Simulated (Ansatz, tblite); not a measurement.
Spin states of the cluster Te₂Pd⁻ (the lowest doublet isomer of a short search), each relaxed with PBE-D4/def2-TZVPD in Ansatz. Electronic energies in the gas phase.

In the def2 sets Pd, Te take a core potential; there is no spin–orbit coupling. The xTB rows come from tblite. HSE06 is defined as in plane-wave codes, on full-range PBE exchange. Correlated methods freeze 8 core orbitals; core or outer-core shells of Pd, Te are correlated, in sets that lack core-valence functions. Another isomer (doublet) lies 0.17 eV lower at PBE0-D4/def2-TZVPD.

Doublet geometry (C2v within 0.1 Å):

Cartesian coordinates in Å:
```
Pd -0.759 -0.625 -0.675
Te 0.805 1.243 -1.003
Te -0.046 -0.618 1.678
```

Quartet geometry (C2v within 0.1 Å):

```xyz
3

Pd    0.5028    0.7288    0.9225
Te   -1.2922    0.9115   -0.9019
Te    0.7894   -1.6402   -0.0207
```

Run but left out: HF/STO-3G, HF/def2-SVPD, HF/def2-TZVPD, MP2/def2-SVPD, MP2/def2-TZVPD, CCSD/def2-SVPD, CCSD(T)/def2-SVPD (doublet: ⟨S²⟩ 1.52 to 2.18, where a pure state has 0.75).

Only these spin states were relaxed. Higher spins weren't run and may lie lower.

```json
{"level": "GFN1-xTB", "quartet − doublet (kcal/mol)": "33.1", "lowest of these": "doublet", "remarks": "–"}
{"level": "GFN2-xTB", "quartet − doublet (kcal/mol)": "48.7", "lowest of these": "doublet", "remarks": "–"}
{"level": "PBE-D4/def2-TZVPD", "quartet − doublet (kcal/mol)": "20.3", "lowest of these": "doublet", "remarks": "HOMO above zero (quartet)"}
{"level": "PBE0-D4/def2-TZVPD", "quartet − doublet (kcal/mol)": "19.3", "lowest of these": "doublet", "remarks": "–"}
{"level": "ωB97X-V/def2-TZVPD", "quartet − doublet (kcal/mol)": "17.2", "lowest of these": "doublet", "remarks": "–"}
```

(1) Estimate the rows for r2SCAN-D4/def2-TZVPD, B97M-V/def2-TZVPD, HSE06-D4/def2-TZVPD, ωB97M-V/def2-TZVPD, RPA@PBE/def2-TZVPD.

(2) How do the metal–ligand distances follow the spin state?

## Answers

(1) 
```csv
level,quartet − doublet (kcal/mol),lowest of these,remarks
r2SCAN-D4/def2-TZVPD,20.1,doublet,HOMO above zero (quartet)
B97M-V/def2-TZVPD,18.2,doublet,HOMO above zero (quartet)
HSE06-D4/def2-TZVPD,19.2,doublet,–
ωB97M-V/def2-TZVPD,16.6,doublet,–
RPA@PBE/def2-TZVPD,21.2,doublet,–
```

The xTB methods have no term that favours high spin, so they put low spin too low.

(2) 
```csv
state,donor atoms,mean metal–ligand distance (Å),range (Å),Mulliken spin on the metal (PBE0)
doublet,2,2.458,2.46–2.46,0.06
quartet,2,2.566,2.57–2.57,0.48
```

⟨S²⟩ at PBE0-D4/def2-TZVPD: doublet 0.76 (pure 0.75), quartet 3.77 (pure 3.75). The unpaired electrons of the doublet sit mostly on the ligands. The unpaired electrons of the quartet sit mostly on the ligands.
